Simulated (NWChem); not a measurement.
# Correlation energy of H$_{3}$B

```
B
H 1 1.2044
H 1 1.2044 2 120.00
H 1 1.2044 2 120.00 3 180.00
```
Charge 0, spin multiplicity 1.

The numbers come from NWChem runs, not from measurements. Structure: optimised with B3LYP/def2-SVP, a minimum by its harmonic frequencies.

Basis set: 6-311G**. Each correlation energy counts from its own Hartree-Fock reference.

The correlated methods keep 1 core orbital frozen. The Pople sets run with spherical d functions. The structure started from a generated list of species. No row is a measurement; the coupled-cluster row has its own basis-set and correlation limits.

Q: Order these methods by the correlation energy they give, lowest first: CCSD, CCSD(T), MP2, SCS-MP2.

A: CCSD(T) (-122.7 mHa), CCSD (-120.8 mHa), SCS-MP2 (-108.5 mHa), MP2 (-97.7 mHa)
